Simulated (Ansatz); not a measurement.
`C[N](C)[Ge][Cl]` and `[CH3][Zn][N](C)C` differ in one atom or group.

Ansatz, PBE0-D4/def2-TZVP geometries, multiplicity 1. Each molecule was computed in one conformer, which needn't be the lowest.

Scalar relativity is left out up to krypton.

| property | `C[N](C)[Ge][Cl]` |
| --- | --- |
| zero-point energy (PBE0-D4/def2-TZVP) / kJ/mol | 219.3 |
| LUMO energy (B3LYP/def2-TZVPP) / eV | -1.92 |
| LUMO energy (PBE/def2-TZVPP) / eV | -2.43 |
| ideal-gas entropy at 298 K and 1 bar (rigid rotor, harmonic PBE0-D4/def2-TZVP) / J/(mol·K) | 356 |
| HOMO–LUMO gap (PBE/def2-TZVPP) / eV | 3.47 |
| HOMO energy (PBE0/def2-TZVPP) / eV | -7.10 |

**Question.** What does the change do to each property? (Best estimate.)

**Answer.** The calculation gave: 
```
                                                                                  property  `[CH3][Zn][N](C)C`  shift
                                            zero-point energy (PBE0-D4/def2-TZVP) / kJ/mol               305.6   86.3
                                                       LUMO energy (B3LYP/def2-TZVPP) / eV               -0.23   1.69
                                                         LUMO energy (PBE/def2-TZVPP) / eV               -0.71   1.72
ideal-gas entropy at 298 K and 1 bar (rigid rotor, harmonic PBE0-D4/def2-TZVP) / J/(mol·K)                 391     35
                                                       HOMO–LUMO gap (PBE/def2-TZVPP) / eV                3.62   0.15
                                                        HOMO energy (PBE0/def2-TZVPP) / eV               -5.53   1.57
```

With PBE0 the HOMO rises by 1.57 eV and the LUMO rises by 1.77 eV, so the gap widens by about 0.20 eV. PBE moves the HOMO by 1.57 eV and ωB97M-V by 1.47 eV. The zero-point energy changes by 86.3 kJ/mol with +9 modes. Modes under 60 cm⁻¹, often nearly free rotors, make the harmonic entropy too high.

B3LYP here is the variant with VWN-RPA as its local correlation; programs differ in this.
